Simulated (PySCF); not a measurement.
# How methods differ on the excitation energy of Si

Si [Ne] 3s2 3p2 (3P) → Si [Ne] 3s1 3p3 (5S), as a difference of total energies. All numbers are calculated (PySCF 2.14, the spin-free X2C one-electron Hamiltonian (Gaussian nucleus), in x2c-TZVPPall (5s5p3d1f, 42 functions)). Correlated levels: valence: [Ne] frozen. The calculations carry no spin-orbit coupling.

```json
{"method": "UHF", "excitation energy (cm⁻¹)": "21468"}
{"method": "MP2 (valence)", "excitation energy (cm⁻¹)": "29015"}
{"method": "SCS-MP2 (valence)", "excitation energy (cm⁻¹)": "32748"}
{"method": "CCSD (valence)", "excitation energy (cm⁻¹)": "31196"}
{"method": "CCSD(T) (valence)", "excitation energy (cm⁻¹)": "31623"}
{"method": "CCSDT (valence)", "excitation energy (cm⁻¹)": "31750"}
```

A first-order spin-orbit estimate (lowest level to lowest level, LS coupling) adds 0.016 eV.
